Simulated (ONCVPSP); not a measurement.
**Which setting gave this result? (fluorine, ONCV)**

Base potential:

```json
{
 "Element": "fluorine (F)",
 "Generator": "ONCVPSP 4.0.1",
 "Type": "optimised norm-conserving Vanderbilt (ONCV)",
 "Functional": "Wu-Cohen",
 "Relativity": "scalar-relativistic",
 "Frozen core": "[He]",
 "Valence charge": "7",
 "Reference configuration": "2s2 2p5",
 "Partial waves": "2s: rc 0.75 bohr, ncon 4, nbas 9, qcut 11.1 1/bohr, 2 projectors, debl 2.1 Ha; 2p: rc 1.75 bohr, ncon 3, nbas 7, qcut 6.5 1/bohr, 1 projector",
 "Local potential": "polynomial inside 0.65 bohr (lpopt 5, dvloc0 6 Ha)",
 "Core correction": "Teter function, fcfact 3.5, rcfact 1.6"
}
```

Cutoffs, loose and tight: the cutoffs (Ha) at which the residual kinetic energy of the hardest occupied pseudo-wave falls to 1 and 0.1 mHa per electron. They do not see the model core or the augmentation charge, which bear on the density cutoff. Test errors are all-electron minus pseudo excitation energies from the reference, over the configurations 2s2 2p4; 2s2 2p3; 2s2 2p2; 2s2 2p4.5; variants that change the core or the reference have their own tests. The largest error is taken over the tests solved by every variant that gives reliable tests at all, those not shown here included: 2s2 2p3; 2s2 2p4; 2s2 2p4.5.

Only the p radius is moved (1 further runs of the sweep failed or gave no value and are left out):

| p radius (bohr) | cutoff, loose | cutoff, tight | bound ghosts | largest test error (meV) | median size of the test errors |
| --- | --- | --- | --- | --- | --- |
| 1.26 | 93 Ha | 153 Ha | none | +397 | 237.3 meV |
| 1.4 | 52 Ha | 110 Ha | none | +495 | 273.1 meV |
| 1.52 | 52 Ha | 89 Ha | none | +650 | 362.5 meV |
| 1.72 | 52 Ha | 89 Ha | none | +933 | 526.3 meV |
| 2.04 | 52 Ha | 89 Ha | none | +1415 | 805.7 meV |
| 2.24 | 52 Ha | 89 Ha | none | +1747 | 999.2 meV |
| 2.38 | 52 Ha | 89 Ha | none | +1970 | 1129.3 meV |

**Question.** One more run gave cutoff, loose: 52 Ha; cutoff, tight: 89 Ha; bound ghosts: none; largest test error (meV): +1176; median size of the test errors: 666.7 meV. Which value of the p radius was used?

**Answer.** 1.88 bohr. The median size of the test errors moves one way along this sweep, from 237.3 meV at 1.26 to 1129.3 meV at 2.38 bohr, which places the run between 1.72 and 2.04 bohr.
